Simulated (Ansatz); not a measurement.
Program: Ansatz. Geometries: PBE0-D4/def2-TZVP. ΔE: electronic, gas phase. CBS: MP2 limit from def2 TZ/QZ plus the TZ coupled-cluster correction, frozen cores. This one scheme is used for every species. Functionals use def2-TZVPP. HSE06 is defined as in plane-wave codes. def2 core potentials past Kr. For Sn outer-core shells are correlated without core-valence functions, which leaves a few kJ/mol of doubt a bond. One conformer a species, not always the lowest.

Consider the formal exchange of groups at the Si–F bond: `O[Si]1(F)CO1` + `[SnH4]` → `O[Si]1([SnH3])CO1` + H–F.

`O[Si]1(F)CO1`:

Z-matrix (Å, degrees):
```
Si
F 1 1.574
C 1 1.783 2 121.8
O 1 1.615 2 104.8 3 158.7
O 1 1.624 2 119.0 3 -62.4
H 3 1.088 1 122.5 2 -7.8
H 3 1.088 1 123.7 2 159.6
H 4 0.959 1 117.3 2 168.7
```

`[SnH4]`:

Cartesian coordinates in Å:
```
Sn 0.000 0.000 0.000
H -0.200 -0.247 1.674
H 1.527 -0.584 -0.482
H -0.106 1.665 -0.345
H -1.220 -0.834 -0.847
```

`O[Si]1([SnH3])CO1`:

```xyz
11

O     0.784    1.966   -0.341
Si    0.515    0.396    0.037
Sn   -1.742   -0.511   -0.740
C     1.516   -0.346    1.336
O     1.776   -0.668   -0.093
H     0.386    2.321   -1.137
H    -1.888   -2.139   -0.264
H    -3.023    0.389   -0.061
H    -1.871   -0.406   -2.439
H     1.213   -1.215    1.916
H     2.334    0.213    1.786
```

H–F:

```xyz
2

F     0.448   -0.099   -0.032
H    -0.448    0.099    0.032
```

```
             level  ΔE (kcal/mol)  difference from CCSD(T)/CBS
           BLYP-D4           28.0                         -0.1
            B97M-V           34.5                          6.4
        r2SCANh-D4           30.4                          2.3
          HSE06-D4           26.2                         -1.9
      CAM-B3LYP-D4           32.3                          4.2
           ωB97X-V           30.7                          2.6
           ωB97M-V           30.9                          2.8
            B2PLYP           31.4                          3.3
          PBE-QIDH           29.2                          1.1
           r2SCAN0           31.1                          3.0
             BHLYP           34.4                          6.3
         CAM-B3LYP           33.6                          5.5
RPA@PBE/def2-TZVPP           30.5                          2.4
      MP2/def2-SVP           30.5                          2.4
     HF/def2-QZVPP           38.9                         10.8
     MP2/CBS(def2)           27.2                         -0.9
       CCSD(T)/CBS           28.1                            0
```

Largest T1 diagnostic among the species: 0.014.

The D4 term adds −2.0 kcal/mol with B3LYP and −1.2 kcal/mol with PBE0; it sums over pairs of atoms, weighted by their polarisabilities, and B3LYP, whose exchange is more repulsive, gets the larger term. Leaving LDA and LC-ωPBE aside and taking each functional with its dispersion term where it has one, the values, not all of them listed here, spread over 10.2 kcal/mol, from PBE-D4 to B97M-V.

B3LYP here is the variant with VWN-RPA as its local correlation; programs differ in this.
